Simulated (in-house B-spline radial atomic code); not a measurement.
F+ is squeezed into an impenetrable sphere of radius R (the orbitals vanish at R). Level of theory: non-relativistic r2SCAN, spin-polarised, spherical fractional occupations, point nucleus; calculated with a radial B-spline atomic code at the basis-set limit.

Energies in eV above the free ion in [He] 2s2 2p4:

```tsv
R (bohr)	highest level (eV)	[He] 2s2 2p4	[He] 2s1 2p5
7.16	-25.6	2.353e-05	20.2
5.7	-25.6	0.001173	20.2
5.29	-25.6	0.00351	20.21
4.59	-25.5	0.02281	20.23
3.51	-25	0.4123	20.72
2.8	-22.9	2.822	23.5
2.57	-21.2	5.304	26.23
2.14	-14.8	17.54	39.21
1.94	-9.21	30.9	52.98
1.55	12.5	96.29	118.4
```

Question: Does [He] 2s1 2p5 fall below [He] 2s2 2p4 under compression?

Answer: No, it stays above over the whole range.

The highest level is first positive in the row R = 1.55 bohr, pushed up by confinement above the zero of the free ion's potential. Each configuration is held fixed and needn't be the lowest in the sphere.
